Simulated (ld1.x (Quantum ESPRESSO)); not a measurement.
**Pseudopotential generation for vanadium (V): ultrasoft, PBE, scalar-relativistic.**

```
Element                 : V
Generator               : ld1.x (Quantum ESPRESSO) 7.5
Type                    : ultrasoft
Functional              : PBE
Relativity              : scalar-relativistic
Frozen core             : [Ne]
Valence charge          : 13
Reference configuration : 3s2 3p6 3d3 4s2 4p0
Partial waves           : 3s (bound): rcut 1.30, rcutus 1.40 bohr; 4s (bound): rcut 1.30, rcutus 1.40 bohr; 3p (bound): rcut 1.40, rcutus 1.80 bohr; 4p (bound, empty): rcut 1.40, rcutus 1.80 bohr; 3d (bound): rcut 2.00, rcutus 2.70 bohr; 3d channel at 0.35 Ry: rcut 2.00, rcutus 2.70 bohr
Local potential         : all-electron potential smoothed inside 1.15 bohr (lloc = -1)
Core correction         : Bessel-smoothed model core inside 1.00 bohr
Augmentation charge     : built from norm-conserving waves at rcut, not smoothed further
```

All-electron outer shells of the reference configuration (PBE, scalar-relativistic, ld1.x):

| shell | level (eV) | outermost node (bohr) | outermost maximum (bohr) |
| --- | --- | --- | --- |
| 2s | -602.64 | 0.09 | 0.26 |
| 2p | -503.16 | – | 0.21 |
| 3s | -70.24 | 0.38 | 0.82 |
| 3p | -44.04 | 0.35 | 0.84 |
| 3d | -5.16 | – | 0.90 |
| 4s | -4.70 | 1.17 | 2.76 |
| 4p | -1.44 | 1.30 | 3.63 |

Calculated quality:

```json
{"Configuration tests": "test run stopped at test 2 of 7 (negative rho)", "Lowest eigenvalue of the overlap operator": "-1.23 (d channel); it is negative, so in a basis up to 400 Ry S is not positive definite and the file is unfit for use"}
```

A Bessel basis up to 400 Ry misses an occupied level by 1.51 Ry, so cutoffs and ghosts were not judged. Its overlap operator is not positive definite in a basis up to 400 Ry (lowest eigenvalue p -1.07, d -1.23), so the file is unfit for use: the generalised eigenproblem breaks down once the basis is large enough, and its test numbers describe a broken file. The potential misses its own reference levels by up to 2.3 eV, so it is not fit for use.

Generation and tests took about 2.1 s on one core of a shared server CPU.
